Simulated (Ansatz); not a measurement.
Born–Oppenheimer molecular dynamics of C3H7BSi (12 atoms, charge 0, multiplicity 1). It starts at the highest image of a converged band. Of that band: A vibrational analysis at the climbing image gives no mode beyond 40i cm⁻¹: the surface is too flat there to confirm a saddle point.

Method: RKS PBE/cc-pVDZ in Ansatz 0.2.0.

| Item | Value |
| --- | --- |
| ensemble | NVE (velocity Verlet) |
| time step | 0.5 fs |
| steps asked | 200 |
| starting velocities drawn for | 100 K |
| seed | 11723 |

Frames 0.5 fs apart, positions in Å, forces in eV/Å.

Velocities at 65.0 fs (Å/ps):

```
C -0.61 -1.21 0.78
C 1.26 5.17 -1.04
B 0.75 -5.88 -3.25
Si 0.14 1.16 0.35
C 0.09 -1.84 -0.36
H 7.56 -1.16 8.28
H -19.51 3.69 18.18
H -3.48 -3.80 -4.51
H -0.10 1.07 2.30
H 3.71 3.14 4.34
H -3.00 5.21 2.28
H -5.96 -2.49 1.69
```

```xyz
12
Properties=species:S:1:pos:R:3:forces:R:3 time_fs=65.0 energy_less_start_eV=0.026 T=80
C 1.063 2.755 1.145 0.26 0.49 -0.03
C 0.394 1.721 1.231 -0.19 -0.51 -0.10
B -0.381 0.415 1.237 0.52 0.52 -0.11
Si 0.194 -1.177 0.128 -0.14 -0.26 -0.04
C -0.613 -1.073 -1.603 -0.09 -0.01 0.01
H 1.638 3.682 1.073 -0.22 -0.36 0.05
H -1.383 0.361 1.894 -0.37 -0.05 0.20
H 1.687 -1.275 -0.058 0.11 0.03 0.03
H -0.275 -2.451 0.806 0.04 0.00 0.00
H -0.222 -0.180 -2.123 -0.08 0.10 -0.11
H -0.401 -1.960 -2.226 0.25 -0.15 0.02
H -1.716 -1.017 -1.539 -0.09 0.20 0.08
12
Properties=species:S:1:pos:R:3:forces:R:3 time_fs=65.5 energy_less_start_eV=0.028 T=78
C 1.063 2.755 1.145 0.45 0.77 -0.04
C 0.395 1.723 1.231 -0.40 -0.85 -0.09
B -0.380 0.412 1.235 0.29 0.65 0.10
Si 0.194 -1.177 0.128 -0.16 -0.32 -0.06
C -0.613 -1.074 -1.603 -0.19 0.14 0.07
H 1.641 3.681 1.077 -0.25 -0.40 0.05
H -1.393 0.363 1.903 -0.08 -0.05 0.01
H 1.685 -1.277 -0.060 0.13 0.04 0.03
H -0.275 -2.450 0.807 0.04 0.01 -0.01
H -0.221 -0.179 -2.121 -0.11 0.05 -0.10
H -0.402 -1.958 -2.224 0.28 -0.24 -0.05
H -1.719 -1.018 -1.538 0.01 0.20 0.07
12
Properties=species:S:1:pos:R:3:forces:R:3 time_fs=66.0 energy_less_start_eV=0.036 T=72
C 1.063 2.754 1.145 0.60 0.99 -0.04
C 0.395 1.726 1.230 -0.59 -1.16 -0.08
B -0.380 0.409 1.234 0.07 0.78 0.30
Si 0.194 -1.176 0.128 -0.17 -0.37 -0.08
C -0.613 -1.075 -1.603 -0.29 0.27 0.12
H 1.644 3.679 1.081 -0.26 -0.40 0.05
H -1.403 0.365 1.913 0.18 -0.04 -0.17
H 1.684 -1.279 -0.062 0.14 0.04 0.03
H -0.275 -2.450 0.808 0.04 0.01 -0.01
H -0.219 -0.177 -2.119 -0.14 0.01 -0.08
H -0.403 -1.956 -2.223 0.30 -0.32 -0.10
H -1.722 -1.019 -1.537 0.11 0.20 0.06
12
Properties=species:S:1:pos:R:3:forces:R:3 time_fs=66.5 energy_less_start_eV=0.049 T=62
C 1.063 2.754 1.146 0.70 1.13 -0.04
C 0.396 1.728 1.230 -0.75 -1.43 -0.07
B -0.379 0.407 1.232 -0.13 0.90 0.49
Si 0.194 -1.175 0.129 -0.18 -0.42 -0.10
C -0.613 -1.076 -1.603 -0.36 0.38 0.15
H 1.646 3.676 1.085 -0.24 -0.36 0.04
H -1.413 0.366 1.921 0.42 -0.05 -0.33
H 1.683 -1.281 -0.065 0.15 0.05 0.04
H -0.275 -2.449 0.809 0.05 0.02 -0.01
H -0.218 -0.175 -2.118 -0.16 -0.04 -0.06
H -0.403 -1.955 -2.223 0.31 -0.37 -0.14
H -1.725 -1.019 -1.536 0.20 0.19 0.05
12
Properties=species:S:1:pos:R:3:forces:R:3 time_fs=67.0 energy_less_start_eV=0.063 T=51
C 1.063 2.754 1.146 0.74 1.18 -0.04
C 0.396 1.730 1.229 -0.88 -1.64 -0.07
B -0.379 0.404 1.231 -0.29 1.01 0.64
Si 0.194 -1.175 0.129 -0.18 -0.47 -0.12
C -0.614 -1.077 -1.603 -0.42 0.46 0.17
H 1.648 3.672 1.090 -0.20 -0.28 0.03
H -1.422 0.368 1.930 0.62 -0.05 -0.47
H 1.682 -1.282 -0.067 0.16 0.05 0.04
H -0.275 -2.448 0.810 0.05 0.02 -0.01
H -0.217 -0.173 -2.116 -0.18 -0.09 -0.04
H -0.402 -1.955 -2.222 0.31 -0.39 -0.16
H -1.727 -1.019 -1.534 0.27 0.19 0.04
12
Properties=species:S:1:pos:R:3:forces:R:3 time_fs=67.5 energy_less_start_eV=0.078 T=41
C 1.063 2.754 1.147 0.73 1.15 -0.03
C 0.396 1.731 1.228 -0.96 -1.78 -0.07
B -0.379 0.402 1.229 -0.42 1.11 0.77
Si 0.194 -1.175 0.129 -0.17 -0.51 -0.14
C -0.614 -1.077 -1.603 -0.45 0.50 0.16
H 1.649 3.667 1.095 -0.13 -0.17 0.01
H -1.429 0.369 1.937 0.78 -0.05 -0.59
H 1.682 -1.284 -0.068 0.16 0.06 0.04
H -0.274 -2.448 0.811 0.05 0.02 -0.01
H -0.217 -0.172 -2.115 -0.20 -0.12 -0.03
H -0.400 -1.955 -2.222 0.30 -0.38 -0.15
H -1.729 -1.018 -1.533 0.32 0.17 0.03
12
Properties=species:S:1:pos:R:3:forces:R:3 time_fs=68.0 energy_less_start_eV=0.089 T=32
C 1.063 2.755 1.147 0.66 1.03 -0.01
C 0.396 1.732 1.228 -1.00 -1.85 -0.07
B -0.378 0.400 1.228 -0.52 1.20 0.87
Si 0.194 -1.174 0.129 -0.15 -0.54 -0.15
C -0.614 -1.078 -1.603 -0.44 0.50 0.14
H 1.650 3.663 1.099 -0.05 -0.02 0.00
H -1.435 0.370 1.942 0.89 -0.06 -0.67
H 1.682 -1.285 -0.070 0.15 0.06 0.05
H -0.274 -2.447 0.812 0.05 0.02 -0.01
H -0.217 -0.171 -2.114 -0.21 -0.15 -0.03
H -0.398 -1.957 -2.222 0.27 -0.33 -0.12
H -1.730 -1.016 -1.531 0.35 0.16 0.01
12
Properties=species:S:1:pos:R:3:forces:R:3 time_fs=68.5 energy_less_start_eV=0.097 T=25
C 1.064 2.755 1.147 0.55 0.84 0.01
C 0.396 1.733 1.227 -1.00 -1.86 -0.08
B -0.378 0.399 1.227 -0.58 1.27 0.94
Si 0.194 -1.174 0.129 -0.13 -0.57 -0.17
C -0.615 -1.079 -1.603 -0.41 0.46 0.11
H 1.651 3.658 1.104 0.05 0.13 -0.01
H -1.438 0.371 1.946 0.97 -0.07 -0.72
H 1.683 -1.286 -0.072 0.13 0.07 0.05
H -0.273 -2.446 0.813 0.05 0.01 -0.01
H -0.218 -0.170 -2.112 -0.21 -0.16 -0.03
H -0.395 -1.960 -2.223 0.24 -0.26 -0.08
H -1.730 -1.015 -1.530 0.35 0.14 0.00
12
Properties=species:S:1:pos:R:3:forces:R:3 time_fs=69.0 energy_less_start_eV=0.101 T=22
C 1.065 2.756 1.147 0.40 0.60 0.03
C 0.395 1.733 1.226 -0.96 -1.80 -0.09
B -0.378 0.397 1.227 -0.60 1.32 0.98
Si 0.194 -1.174 0.129 -0.11 -0.59 -0.19
C -0.615 -1.079 -1.603 -0.36 0.38 0.06
H 1.652 3.653 1.108 0.15 0.29 -0.02
H -1.440 0.372 1.949 1.00 -0.08 -0.75
H 1.683 -1.287 -0.073 0.12 0.07 0.06
H -0.272 -2.445 0.814 0.04 0.01 -0.01
H -0.219 -0.169 -2.111 -0.20 -0.17 -0.03
H -0.391 -1.963 -2.224 0.20 -0.16 -0.02
H -1.729 -1.013 -1.528 0.32 0.12 -0.01
12
Properties=species:S:1:pos:R:3:forces:R:3 time_fs=69.5 energy_less_start_eV=0.100 T=23
C 1.065 2.757 1.148 0.23 0.33 0.05
C 0.394 1.734 1.226 -0.88 -1.69 -0.11
B -0.378 0.396 1.226 -0.59 1.36 0.98
Si 0.194 -1.173 0.129 -0.08 -0.60 -0.20
C -0.616 -1.079 -1.603 -0.27 0.29 0.01
H 1.653 3.649 1.113 0.23 0.43 -0.03
H -1.438 0.373 1.949 0.99 -0.08 -0.75
H 1.685 -1.288 -0.075 0.09 0.08 0.06
H -0.271 -2.445 0.815 0.04 0.00 -0.01
H -0.220 -0.169 -2.110 -0.18 -0.16 -0.04
H -0.387 -1.966 -2.224 0.15 -0.05 0.05
H -1.727 -1.010 -1.527 0.27 0.10 -0.01
12
Properties=species:S:1:pos:R:3:forces:R:3 time_fs=70.0 energy_less_start_eV=0.095 T=27
C 1.066 2.758 1.148 0.07 0.07 0.08
C 0.393 1.733 1.225 -0.78 -1.53 -0.12
B -0.378 0.396 1.226 -0.55 1.38 0.96
Si 0.194 -1.173 0.129 -0.04 -0.60 -0.21
C -0.616 -1.079 -1.603 -0.18 0.18 -0.03
H 1.655 3.646 1.117 0.29 0.53 -0.04
H -1.435 0.373 1.948 0.94 -0.09 -0.72
H 1.686 -1.288 -0.076 0.07 0.08 0.07
H -0.270 -2.444 0.816 0.04 0.00 -0.01
H -0.223 -0.169 -2.109 -0.16 -0.14 -0.06
H -0.382 -1.970 -2.225 0.10 0.06 0.12
H -1.725 -1.008 -1.525 0.19 0.08 -0.02
12
Properties=species:S:1:pos:R:3:forces:R:3 time_fs=70.5 energy_less_start_eV=0.086 T=34
C 1.067 2.759 1.149 -0.08 -0.17 0.10
C 0.392 1.733 1.224 -0.65 -1.33 -0.14
B -0.378 0.395 1.226 -0.46 1.38 0.90
Si 0.194 -1.173 0.129 -0.01 -0.60 -0.22
C -0.617 -1.080 -1.603 -0.07 0.06 -0.07
H 1.657 3.644 1.122 0.33 0.58 -0.04
H -1.429 0.374 1.945 0.85 -0.10 -0.66
H 1.687 -1.289 -0.077 0.04 0.08 0.07
H -0.269 -2.443 0.817 0.03 -0.01 -0.01
H -0.225 -0.170 -2.108 -0.13 -0.11 -0.08
H -0.378 -1.973 -2.225 0.05 0.16 0.18
H -1.723 -1.005 -1.524 0.10 0.05 -0.02
```

Of the whole run (100 fs, mean temperature of the second half 52 K): The conserved energy stayed within 0.092 meV per atom of its start (net change 0.047 meV per atom), so the integration is sound. A run of 0.1 ps of so small a system gives no equilibrium averages. The orbitals stay closed-shell, which can raise the energy where a bond breaks towards radicals; this wasn't checked here.

Time of the run: 4.1 min on 2 threads of Intel(R) Xeon(R) Platinum 8488C (Sapphire Rapids), with other jobs on the host, peak memory 0.17 GiB.
